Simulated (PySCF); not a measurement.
Compound: C6H9FO2.
Atom-mapped SMILES: `[CH3:1][CH2:2][O:3][C:4]1=[C:5]([F:6])[CH2:7][O:8][CH2:9]1`

Geometry (PBE0-D3(BJ)/def2-SVP, Å), atoms numbered from 1 in this order:
```xyz
18
C6H9FO2 angstrom
C      3.0600    0.3190   -0.1971
C      1.6680   -0.1708   -0.5002
O      0.7785    0.4272    0.4307
C     -0.5211    0.1533    0.3052
C     -1.2391   -0.5992   -0.5364
F     -0.8275   -1.3495   -1.5606
C     -2.6906   -0.5380   -0.1900
O     -2.7534    0.3490    0.9014
C     -1.4684    0.7857    1.2790
H      3.7789   -0.1139   -0.9079
H      3.1097    1.4150   -0.2750
H      3.3612    0.0326    0.8212
H      1.6015   -1.2698   -0.4165
H      1.3627    0.0989   -1.5260
H     -3.3063   -0.1648   -1.0323
H     -3.0917   -1.5346    0.0866
H     -1.2337    0.4815    2.3182
H     -1.4033    1.8902    1.2398
```

NICS is the negative of the GIAO shielding at a point without a nucleus: at the ring centre (0) and 1 Å above and below it (1); zz is the component along the ring normal. Level: GIAO PBE0/pcSseg-1 (PySCF, non-relativistic, gas phase) on the PBE0-D3(BJ)/def2-SVP geometry, one conformer.

Ring bond lengths (Å), with Mayer bond orders in brackets: C4–C5 1.338 (1.70), C5–C7 1.493 (1.05), C7–O8 1.408 (0.93), O8–C9 1.409 (0.92), C9–C4 1.498 (1.04).

Problem. What do the NICS probes read (ppm)?

Solution. 
| ring | type | NICS(0) | NICS(1), two faces | NICS(1)zz, two faces | rms pucker (Å) | centre to ring atoms, mean (Å) |
| --- | --- | --- | --- | --- | --- | --- |
| C4–C5–C7–O8–C9 | 5-membered ring with O; formal bonds 1 double, 4 single | -7.7 | -2.0 / -1.9 | -1.7 / -1.6 | 0.01 | 1.22 |

Problem. What can be read from them?

Solution. 
- C4–C5–C7–O8–C9: mean NICS(1)zz -1.7 ppm, near zero. C7, C9 have four or more neighbours, so the value isn't read as a sign of a π ring current. NICS(0) lies 6 ppm below the mean NICS(1).

Problem. What field does 9.4 T along the ring normal induce along that normal at the first NICS(1) probe listed for ring C4–C5–C7–O8–C9, 1 Å off the ring?

Solution. NICSzz × B0 = -1.7 ppm × 9.4 T = -16 μT, against the applied field.

Problem. How do the values depend on the level or the medium?

Solution. 
```tsv
level	NICS(0), C4–C5–C7–O8–C9	mean NICS(1)zz, C4–C5–C7–O8–C9
PBE0/pcSseg-1, gas	-7.7	-1.7
wB97X-D/pcSseg-1, gas	-7.8	-1.7
PBE0/pcSseg-1, IEF-PCM chloroform	-7.7	-1.6
PBE0/pcSseg-1, IEF-PCM dichloromethane	-7.7	-1.5
```

The geometry is the same throughout; the continuum's cavity takes Bondi-type radii × 1.2.
